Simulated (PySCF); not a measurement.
Species: C4F5, charge 0, multiplicity 2. It need not be the lowest isomer of its formula. 
Coordinates optimised at B3LYP-D3(BJ)/def2-TZVP (Ansatz):
```xyz
9

F      2.4611     0.3029    -1.7882
C      1.2700     0.1724    -1.2897
C      0.8491    -0.4505    -0.2071
F      1.7087    -1.1545     0.5751
C     -0.5319    -0.4324     0.2295
F     -1.1408    -1.6313     0.3513
C     -1.2364     0.6582     0.5197
F     -2.5028     0.6352     0.8631
F     -0.7601     1.8827     0.4972
```
Charge 0, spin multiplicity 2.

Dispersion corrections to the total energy (kcal/mol) from the dftd3 and dftd4 libraries through PySCF: D3(BJ) without and D4 with the three-body term, each with the damping fitted for the functional named.

| functional | D3(BJ) | D4 |
|---|---|---|
| PW6B95 | ___ | -4.01 |
| HSE06 | -2.70 | -3.61 |
| revPBE | -10.76 | ___ |
| CAM-B3LYP | -3.22 | -3.91 |
| B2PLYP | -3.32 | -3.26 |
| BLYP | ___ | -10.36 |
| B2GP-PLYP | -2.49 | -1.96 |

Q: What belongs in the gaps?

A: 
- PW6B95, D3(BJ): -2.04
- revPBE, D4: -15.58
- BLYP, D3(BJ): -8.92
